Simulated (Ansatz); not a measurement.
A nudged elastic band was laid between two geometries of Cl2FH3HfOSi + H (10 atoms, charge 0, multiplicity 2).

Method: UKS PBE/def2-SVP (Ansatz).

```
movable images  : 5
climbing image  : yes
spring          : 5.0 eV/Å²
optimiser       : quadratic models (default)
start path      : through a guess of the saddle point
force threshold : 0.5 eV/Å
iteration limit : 60
end points      : relaxed
```

Initial state:

```xyz
10
Properties=species:S:1:pos:R:3
Hf 0.001 -0.255 -0.157
F 0.104 -0.063 1.743
Cl 2.017 0.489 -1.135
O -1.450 0.843 -0.782
Si -2.724 1.821 -1.316
H -3.967 1.452 -0.559
H -2.370 3.257 -1.062
H -2.927 1.592 -2.786
Cl -0.447 -2.508 -0.704
H 0.243 0.031 4.977
```

Final state:

```xyz
10
Properties=species:S:1:pos:R:3
Hf 0.215 -0.076 -0.113
F -0.707 0.167 2.026
Cl 2.036 0.187 -1.576
O -1.260 1.021 -0.698
Si -2.648 1.886 -1.119
H -3.749 1.554 -0.151
H -2.344 3.355 -1.057
H -3.064 1.505 -2.511
Cl 0.435 -2.174 1.202
H -0.435 -0.767 2.213
```

Q: What changes between the two ends?

A: Bonds formed: F2–H10. Cl2FH3HfOSi + H becomes Cl2FH4HfOSi.

Q: Give the energies along the band, and the barrier.

A: It converged. The highest image is number 4 of 0 to 6, 0.76 eV above the first end and 0.25 eV above the last; the last end lies 0.51 eV above the first. The threshold of 0.5 eV/Å is loose, so the images may lie well off the minimum-energy path. The order of the point at the top wasn't checked.

```json
{"image": "0", "path coordinate (Å)": "0.00", "energy (eV)": "0.00", "F2–H10 (Å)": "3.24"}
{"image": "1", "path coordinate (Å)": "0.97", "energy (eV)": "0.02", "F2–H10 (Å)": "2.79"}
{"image": "2", "path coordinate (Å)": "1.95", "energy (eV)": "0.04", "F2–H10 (Å)": "2.51"}
{"image": "3", "path coordinate (Å)": "2.93", "energy (eV)": "0.47", "F2–H10 (Å)": "1.76"}
{"image": "4", "path coordinate (Å)": "3.90", "energy (eV)": "0.76", "F2–H10 (Å)": "0.96"}
{"image": "5", "path coordinate (Å)": "4.87", "energy (eV)": "0.56", "F2–H10 (Å)": "0.97"}
{"image": "6", "path coordinate (Å)": "5.84", "energy (eV)": "0.51", "F2–H10 (Å)": "0.99"}
```

Q: What is the geometry of the highest image?

A: 
```xyz
10
Properties=species:S:1:pos:R:3
Hf 0.352 0.124 -0.130
F -0.184 0.164 2.200
Cl 2.298 0.244 -1.420
O -0.971 1.458 -0.582
Si -2.557 1.762 -1.079
H -3.495 1.186 -0.055
H -2.773 3.241 -1.168
H -2.803 1.093 -2.401
Cl -0.672 -2.025 0.379
H -0.716 -0.588 2.473
```

The run took 94 s on 4 threads of Intel(R) Xeon(R) Platinum 8488C (Sapphire Rapids), with other jobs on the host, peak memory 0.32 GiB.
